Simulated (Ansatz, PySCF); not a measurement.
Process, species as SMILES: O (H2O) -> [OH] (HO) + H atom (the H-O bond at the site shown breaks; other sites are not compared here)
Each molecule is optimised on its own at B3LYP-D3(BJ)/def2-TZVP (Ansatz, a first-principles code).

Wanted: bond dissociation energy (enthalpy at 298 K, with B3LYP-D3(BJ) rigid-rotor harmonic-oscillator terms from PySCF), in kcal/mol. Correlated levels leave the core frozen unless marked. UHF or UKS for open shells. No spin-orbit coupling. No relativistic terms. CBS(X,Y): correlation extrapolated as X^-3; Hartree-Fock from the larger set (for Q and 5 zeta extrapolated as (X+1)exp(-9√X)).

```csv
level,program,bond dissociation energy (kcal/mol)
r2SCAN-D3(BJ)/def2-TZVPD,Ansatz + dftd3,113.8
r2SCANh/def2-TZVPD,Ansatz,112.9
HSE06-D3(BJ)/def2-TZVPD,Ansatz + dftd3,114.0
wB97M-V/def2-TZVPD,Ansatz,116.7
wB97X-V/def2-TZVPD,Ansatz,115.4
SCS-MP2/def2-SVP,Ansatz,110.6
SCS-MP2/def2-TZVPP,Ansatz,118.1
SCS-MP2/cc-pVQZ,Ansatz,120.1
CCSD/aug-cc-pVQZ,Ansatz,…
CCSD/cc-pVQZ,Ansatz,…
CCSD(T) with core electrons/cc-pwCVTZ,Ansatz,…
"CCSD(T)/CBS(cc-pVQZ,cc-pV5Z)",Ansatz,…
```

### Question
Fill in the missing entries.

### Answer

- CCSD/aug-cc-pVQZ, bond dissociation energy (kcal/mol): 116.3
- CCSD/cc-pVQZ, bond dissociation energy (kcal/mol): 115.7
- CCSD(T) with core electrons/cc-pwCVTZ, bond dissociation energy (kcal/mol): 115.5
- CCSD(T)/CBS(cc-pVQZ,cc-pV5Z), bond dissociation energy (kcal/mol): 118.9
